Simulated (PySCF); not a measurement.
# Calculated NMR parameters of CC(C)O[C@@H]1CBCCC1

```
Formula                               : C8H17BO
SMILES                                : CC(C)O[C@@H]1CBCCC1
InChI                                 : InChI=1S/C8H17BO/c1-7(2)10-8-4-3-5-9-6-8/h7-9H,3-6H2,1-2H3/t8-/m0/s1
Point group of the computed structure : C1
Carbon signals                        : 8
Proton signals                        : 13
```

Molfile (atoms numbered from 1):
```
C8H17BO
     RDKit          3D

 27 27  0  0  0  0  0  0  0  0999 V2000
   -3.2458   -0.7595   -0.4861 C   0  0  0  0  0  0  0  0  0  0  0  0
   -2.1303    0.2407   -0.2567 C   0  0  0  0  0  0  0  0  0  0  0  0
   -2.5635    1.3988    0.6307 C   0  0  0  0  0  0  0  0  0  0  0  0
   -1.0564   -0.4638    0.3299 O   0  0  0  0  0  0  0  0  0  0  0  0
    0.2316    0.0652    0.1066 C   0  0  2  0  0  0  0  0  0  0  0  0
    0.7827   -0.3255   -1.2622 C   0  0  0  0  0  0  0  0  0  0  0  0
    2.3371   -0.2490   -1.4219 B   0  0  0  0  0  0  0  0  0  0  0  0
    3.2436   -0.2500   -0.1487 C   0  0  0  0  0  0  0  0  0  0  0  0
    2.5388    0.1414    1.1509 C   0  0  0  0  0  0  0  0  0  0  0  0
    1.1254   -0.4224    1.2374 C   0  0  0  0  0  0  0  0  0  0  0  0
   -3.5520   -1.2063    0.4725 H   0  0  0  0  0  0  0  0  0  0  0  0
   -2.9025   -1.5703   -1.1447 H   0  0  0  0  0  0  0  0  0  0  0  0
   -4.1232   -0.2785   -0.9433 H   0  0  0  0  0  0  0  0  0  0  0  0
   -1.8156    0.6451   -1.2400 H   0  0  0  0  0  0  0  0  0  0  0  0
   -3.3919    1.9614    0.1733 H   0  0  0  0  0  0  0  0  0  0  0  0
   -1.7352    2.1025    0.8035 H   0  0  0  0  0  0  0  0  0  0  0  0
   -2.8967    1.0174    1.6083 H   0  0  0  0  0  0  0  0  0  0  0  0
    0.1937    1.1733    0.1670 H   0  0  0  0  0  0  0  0  0  0  0  0
    0.2384    0.1506   -2.0943 H   0  0  0  0  0  0  0  0  0  0  0  0
    0.5945   -1.4146   -1.3992 H   0  0  0  0  0  0  0  0  0  0  0  0
    2.8359   -0.3237   -2.5268 H   0  0  0  0  0  0  0  0  0  0  0  0
    3.5570   -1.3182   -0.1035 H   0  0  0  0  0  0  0  0  0  0  0  0
    4.1918    0.2925   -0.2990 H   0  0  0  0  0  0  0  0  0  0  0  0
    2.4857    1.2432    1.2149 H   0  0  0  0  0  0  0  0  0  0  0  0
    3.1220   -0.1779    2.0302 H   0  0  0  0  0  0  0  0  0  0  0  0
    1.1468   -1.5272    1.2100 H   0  0  0  0  0  0  0  0  0  0  0  0
    0.6503   -0.1468    2.1917 H   0  0  0  0  0  0  0  0  0  0  0  0
  1  2  1  0
  2  3  1  0
  2  4  1  0
  4  5  1  0
  5  6  1  0
  6  7  1  0
  7  8  1  0
  8  9  1  0
  9 10  1  0
 10  5  1  0
  1 11  1  0
  1 12  1  0
  1 13  1  0
  2 14  1  0
  3 15  1  0
  3 16  1  0
  3 17  1  0
  5 18  1  6
  6 19  1  0
  6 20  1  0
  7 21  1  0
  8 22  1  0
  8 23  1  0
  9 24  1  0
  9 25  1  0
 10 26  1  0
 10 27  1  0
M  END
```

[PySCF: GIAO PBE0/pcSseg-1 shieldings; coordinates at the PBE0-D3(BJ)/def2-SVP level; no relativistic terms; one computed conformer; gas phase; one averaged value for each set of equivalent atoms]

Referencing at the same level of theory: ¹H (σref 31.27), ¹³C (σref 184.41) against TMS; ¹¹B (σref 100.73) vs BF3·OEt2; ¹⁷O (σref 334.56) vs H2O.

```tsv
carbon	δC, type	δH (multiplicity)	HMBC from (2–3 bonds)	span of the C tensor (ppm)
C1	25.6, CH3	1.12 (d)	H14, H15/H16/H17	45
C2	66.4, CH	3.36 (m)	H18, H11/H12/H13, H15/H16/H17	70
C3	21.2, CH3	1.02 (d)	H14, H11/H12/H13	42
C5	72.7, CH	3.21 (m)	H21, H14, H19, H25, H27, H24, H26, H20	74
C6	37.5, CH2	H19 2.77 (m); H20 0.60 (m)	H21, H18, H23, H27, H26, H22	62
C8	30.1, CH2	H22 0.71 (m); H23 1.98 (m)	H21, H19, H25, H27, H24, H26, H20	52
C9	24.5, CH2	H24 1.44 (m); H25 1.80 (m)	H21, H18, H23, H27, H26, H22	21
C10	37.2, CH2	H26 1.30 (m); H27 1.78 (m)	H18, H19, H23, H25, H24, H22, H20	23
```

Other nuclei:
```json
{"atoms": "H21", "nucleus": "¹H", "environment": "hydrogen on a boron bonded to 2 C, in a 6-membered ring", "δ (ppm)": "7.61", "σ (ppm)": "23.66"}
{"atoms": "B7", "nucleus": "¹¹B", "environment": "boron bonded to 2 C, H, in a 6-membered ring", "δ (ppm)": "87.6", "σ (ppm)": "13.1"}
{"atoms": "O4", "nucleus": "¹⁷O", "environment": "ether oxygen", "δ (ppm)": "101.2", "σ (ppm)": "233.3"}
```

δC 72.7, 66.4: sp3 CH bonded to O; deshielded by the electronegative neighbour. δC 37.2, 24.5: sp3 CH2 in a ring; a saturated carbon with 2 carbon neighbours and no heteroatom attached. δC 25.6, 21.2: methyl carbon; saturated and bonded to C and H only. δH 7.61: hydrogen on a boron bonded to 2 C, in a 6-membered ring. δH 3.36, 3.21: hydrogen on an sp3 CH bonded to O; its carbon carries O, an electronegative neighbour.

Hydrogens on boron are broadened and split by ¹¹B (spin 3/2, 80 %) and 10B (spin 3). A carbon bonded to boron is broadened by the quadrupolar boron nucleus and is often missing from a measured spectrum. Shifts are as computed. Against solution values, carbons near 30 ppm lie about +2 ppm off and those near 130 ppm about +5 ppm. Of 1211 compounds with measured shifts, 218 miss one by over three times the rms of a fit or turn the order of signals round; such compounds aren't used in these exercises. Experimental scales use liquid or dissolved standards, which lie at an offset from isolated H2O (liquid H2O: subtract about 36 ppm). Multiplicities follow the n + 1 count of equivalent neighbours, as no J values were calculated; m marks all less simple cases, F and P coupling included.
